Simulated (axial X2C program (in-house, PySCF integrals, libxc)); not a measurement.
## Which molecule has these constants?

All values come from calculations with an in-house relativistic program for diatomic molecules, spin-free (one-electron X2C) or two-component (2c: spin–orbit coupling with atomic mean-field Coulomb and Gaunt terms, which also bring small scalar terms), in Dyall basis sets with cores contracted in-house; open shells are unrestricted.

A two-component CCSD(T) calculation in a Dyall 3-zeta basis gave Re = 2.623 Å, ωe = 236.3 cm⁻¹, Ω = 0.

Which molecule is it?
A. SnI⁺
B. GeI⁺
C. SiI⁺

A. The others have GeI⁺ 2.421 Å and 297.3 cm⁻¹ (Ω = 0); SiI⁺ 2.337 Å and 447.8 cm⁻¹ (Ω = 0).

Frozen shells (counts by l): SnI⁺ I 4s3p2d, Sn 4s3p2d, 10 electrons correlated; GeI⁺ I 4s3p2d, Ge 3s2p1d, 10 electrons correlated; SiI⁺ I 4s3p2d, Si 2s1p, 10 electrons correlated. Coupled cluster in natural virtuals with an MP2 remainder. Where the outer core of a metal is frozen, bonds come out longer and ionisation energies lower.

Each entry is the lowest single determinant of a limited PBE0 search at one distance. De goes to single-determinant-based atoms at the same level (for ions the charge split of lowest energy) and is withheld (n/a) where an atom does not fit its ground term or J level. Main or longest-lived isotopes. One determinant is a doubtful description, or other states lie close, for GeI⁺, SiI⁺; these need not be ground states, and all values refer to the states named. Some light 2c atoms are not at their ground J level, so De misses part of their lowering (0.04 eV or less).
